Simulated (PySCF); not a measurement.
Species: In(PH3)H3.
Bonds: In1–P2. Hydrogens: H6, H7, H8 on In1; H3, H4, H5 on P2.

Theory: PySCF, PBE0-D3(BJ)/def2-SVP geometry optimisation, gas phase, def2 core potentials past Kr.

Give the optimised bond lengths and angles.

| bond | length (Å) |
| --- | --- |
| In1–P2 | 2.814 |
| In1–H6, In1–H7, In1–H8 | 1.738 |
| P2–H3, P2–H4, P2–H5 | 1.419 |

Bonds in one row agree within 0.01 Å and their mean is given. A selection of angles:
| angle | degrees |
| --- | --- |
| P2–In1–H6 | 94.6 |
| H6–In1–H7 | 119.4 |
| In1–P2–H3 | 119.9 |
| H3–P2–H4 | 97.7 |

P2 (phosphorus bonded to In and 3 H) is distorted tetrahedral (angles from 97.7° to 120.2°). In1 (indium bonded to P and 3 H) has angles from 94.6° to 119.4°.

Point group: near C3v, missed by 0.11 Å at most; the miss may be what the optimiser left on a soft mode (C3 holds within 0.08 Å). PBE0-D3(BJ)/def2-SVP frequencies: not computed here.
